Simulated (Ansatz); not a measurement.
**Ligand exchange: C2H8O2Si2 + C3H8O → C2H8O3Si2 + C3H8**

Gas-phase species: C2H8O2Si2 `C=C[SiH2][SiH](O)O`, singlet; C3H8O (1-propanol) `CCCO`, singlet; C2H8O3Si2 `C=C[SiH](O)[SiH](O)O`, singlet; C3H8 `CCC`, singlet. The partners trade H for OH: Si–H and C–OH bonds give way to Si–OH and C–H.

Shapes, held fixed at every level: PBE0-D4/def2-TZVP. Flexible molecules stand in one conformer, not always the lowest. Programs: Ansatz 0.2.0. Electronic energies: no zero-point or thermal term.

```tsv
level	kind	ΔE (kJ/mol)	less CCSD(T)/CBS estimate
PBE-D4/def2-TZVPP	GGA	-152.0	+13.7
B3LYP-D4/def2-TZVPP	global hybrid	-163.6	+2.1
PBE0-D4/def2-TZVPP	global hybrid	-156.7	+9.0
wB97M-V/def2-TZVPP	range-separated hybrid	-162.2	+3.5
wB97X-V/def2-TZVPP	range-separated hybrid	-158.5	+7.2
B2PLYP/def2-TZVPP	double hybrid	-165.4	+0.3
CCSD(T)/def2-TZVPP	coupled cluster or CI	-161.7	+4.0
CCSD(T)/CBS estimate	coupled cluster or CI	-165.7	0.0
```

The highest level, CCSD(T)/CBS estimate, gives ΔE = -165.7 kJ/mol; the levels span -165.7 to -152.0. The column of differences is taken from that level and isn't an error. No measured value is set beside it here. The CBS estimate extrapolates MP2 from def2-TZVPP and def2-QZVPP and adds CCSD(T) − MP2 in the triple-zeta set, cores frozen.
